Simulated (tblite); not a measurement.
Species: C₇H₇BS.
Numbering: `[CH:1]#[C:2][CH2:3][BH:4][c:5]1[cH:6][cH:7][cH:8][s:9]1` (hydrogens: H10 on C1; H11, H12 on C3; H13 on B4; H14 on C6; H15 on C7; H16 on C8)

Computed with GFN2-xTB (tblite), gas phase: L-BFGS steps from a force-field or distance-geometry start until the largest atomic force falls under 0.01 eV/Å.

Step 14: E = -623.7921 eV
```
atom  x, y, z in Å  |  force x, y, z in eV/Å
C1     -2.5841    0.8090    1.2674    0.017   0.006  -0.001
C2     -2.2587   -0.0756    0.5307   -0.022   0.025   0.043
C3     -1.8833   -1.1302   -0.3856    0.029   0.018  -0.083
B4     -0.6804   -0.7222   -1.3359    0.077  -0.034  -0.063
C5      0.6143   -0.1842   -0.6873   -0.074   0.022  -0.008
C6      0.8861    0.9731   -0.0146   -0.010  -0.039  -0.016
C7      2.2015    1.0506    0.4973   -0.075   0.003  -0.016
C8      2.9239   -0.0665    0.2370   -0.014  -0.028  -0.047
S9      2.0263   -1.2080   -0.6869    0.080  -0.022  -0.022
H10    -2.8681    1.5765    1.9207   -0.019   0.042   0.040
H11    -2.7735   -1.4616   -0.9227   -0.043   0.019  -0.037
H12    -1.5363   -1.9787    0.2161   -0.018  -0.022   0.016
H13    -0.7298   -0.9108   -2.4954    0.018  -0.067   0.099
H14     0.1513    1.7524    0.0813    0.028   0.027   0.070
H15     2.5779    1.8982    1.0405    0.014   0.004   0.030
H16     3.9253   -0.3129    0.5284    0.014   0.046  -0.005
```

Step 15: E = -623.7937 eV
```
atom  x, y, z in Å  |  force x, y, z in eV/Å
C1     -2.5829    0.8091    1.2675    0.003   0.040   0.028
C2     -2.2549   -0.0737    0.5305   -0.021   0.000   0.003
C3     -1.8817   -1.1279   -0.3874    0.003  -0.011  -0.039
B4     -0.6755   -0.7246   -1.3347    0.007  -0.038  -0.044
C5      0.6144   -0.1819   -0.6875   -0.058  -0.015  -0.014
C6      0.8852    0.9732   -0.0127   -0.024  -0.020  -0.021
C7      2.2004    1.0496    0.4966   -0.037  -0.003  -0.001
C8      2.9233   -0.0674    0.2328   -0.005   0.016  -0.013
S9      2.0254   -1.2070   -0.6922    0.095  -0.010  -0.014
H10    -2.8695    1.5751    1.9213   -0.016   0.045   0.043
H11    -2.7736   -1.4586   -0.9225   -0.038   0.040  -0.058
H12    -1.5448   -1.9783    0.2177    0.014  -0.021   0.005
H13    -0.7226   -0.9163   -2.4913    0.016  -0.084   0.040
H14     0.1495    1.7518    0.0842    0.032   0.026   0.074
H15     2.5751    1.8973    1.0410    0.028  -0.004   0.032
H16     3.9248   -0.3114    0.5277    0.000   0.038  -0.021
```

Step 16: E = -623.7950 eV
```
atom  x, y, z in Å  |  force x, y, z in eV/Å
C1     -2.5820    0.8098    1.2679   -0.004   0.053   0.038
C2     -2.2524   -0.0722    0.5306   -0.020  -0.011  -0.023
C3     -1.8805   -1.1264   -0.3894   -0.032  -0.021   0.016
B4     -0.6717   -0.7273   -1.3344   -0.052  -0.039  -0.006
C5      0.6138   -0.1807   -0.6879   -0.014  -0.046  -0.015
C6      0.8839    0.9730   -0.0117   -0.026  -0.002  -0.013
C7      2.1990    1.0489    0.4961    0.000  -0.003   0.012
C8      2.9227   -0.0676    0.2295    0.007   0.048   0.014
S9      2.0263   -1.2062   -0.6967    0.075   0.012  -0.012
H10    -2.8709    1.5749    1.9226   -0.006   0.030   0.030
H11    -2.7744   -1.4554   -0.9233   -0.020   0.055  -0.063
H12    -1.5512   -1.9783    0.2191    0.029  -0.009  -0.015
H13    -0.7167   -0.9222   -2.4877    0.014  -0.101  -0.027
H14     0.1486    1.7518    0.0877    0.030   0.019   0.070
H15     2.5734    1.8965    1.0420    0.028  -0.019   0.025
H16     3.9243   -0.3097    0.5266   -0.008   0.034  -0.031
```

**Question.** Estimate the geometry and energy of step 17. (The exact step hangs on the optimiser's Hessian estimate; all steps are aligned on step 16, rigid shifts and turns removed.)

**Answer.** E = -623.7965 eV, largest force 0.151 eV/Å
```
atom  x, y, z in Å  |  force x, y, z in eV/Å
C1     -2.5807    0.8112    1.2688   -0.007   0.049   0.037
C2     -2.2501   -0.0700    0.5306   -0.024  -0.010  -0.036
C3     -1.8799   -1.1250   -0.3913   -0.070  -0.015   0.071
B4     -0.6682   -0.7312   -1.3343   -0.096  -0.039   0.036
C5      0.6129   -0.1801   -0.6886    0.040  -0.066  -0.011
C6      0.8820    0.9724   -0.0108   -0.019   0.010   0.002
C7      2.1971    1.0482    0.4958    0.034   0.002   0.023
C8      2.9223   -0.0669    0.2258    0.018   0.071   0.035
S9      2.0288   -1.2049   -0.7022    0.035   0.041  -0.013
H10    -2.8726    1.5754    1.9248    0.009   0.005   0.008
H11    -2.7757   -1.4506   -0.9258    0.001   0.064  -0.058
H12    -1.5581   -1.9786    0.2203    0.035   0.006  -0.040
H13    -0.7095   -0.9313   -2.4840    0.009  -0.118  -0.093
H14     0.1483    1.7522    0.0934    0.022   0.004   0.059
H15     2.5720    1.8950    1.0436    0.021  -0.033   0.016
H16     3.9239   -0.3068    0.5248   -0.005   0.029  -0.036
```

The energy changes by -0.0016 eV. The first-order estimate −F·Δx gives -0.0020 eV and the mean of the old and new forces, exact on a quadratic surface, -0.0016 eV. The step makes an angle of 64° with the force vector and moves no atom by more than 0.012 Å.

The cost below is that of the whole relaxation. Hardware: one thread, Arm Neoverse N1 (aarch64), shared host with 64 logical CPUs at a one-minute load of 59. Cost: 1.2 s.
